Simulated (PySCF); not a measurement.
AuH3: one-bond stretch

Method: PBE0 in PySCF with Au def2-TZVP with ECP60, H def2-TZVP; scalar-relativistic core potentials, no spin–orbit coupling; density-fitted integrals.

Rigid scan from the singlet minimum (Au–H 1.576 Å, Au–H 1.837 Å (×2), H–H 0.802 Å; Au–H–H 77.4° (×2), H–Au–H 25.2°, H–Au–H 167.4° (×2)). Coordinate: the bond from Au to the last atom (H) scaled, the rest fixed. Energies in kJ/mol from the minimum.

Question: Predict the curve at 0.92, 0.96, 1.00, 1.05, 1.12, 1.20, 1.35, 1.55, 1.80, 2.20.

Answer: 
| scale of one bond | E (kJ/mol) | dipole size (D) |
| --- | --- | --- |
| 0.92 | 7.6 | 2.72 |
| 0.96 | 1.8 | 2.73 |
| 1.00 | 0.0 | 2.73 |
| 1.05 | 2.7 | 2.73 |
| 1.12 | 15.8 | 2.72 |
| 1.20 | 43.6 | 2.70 |
| 1.35 | 124.7 | 2.64 |
| 1.55 | 255.1 | – |
| 1.80 | 398.6 | – |
| 2.20 | 541.9 | – |

At long bonds a restricted determinant can lie too high, and another spin state can fall below this curve.

No spin–orbit coupling is included, which matters more the heavier the element.

Other isomers or separated fragments may lie lower.
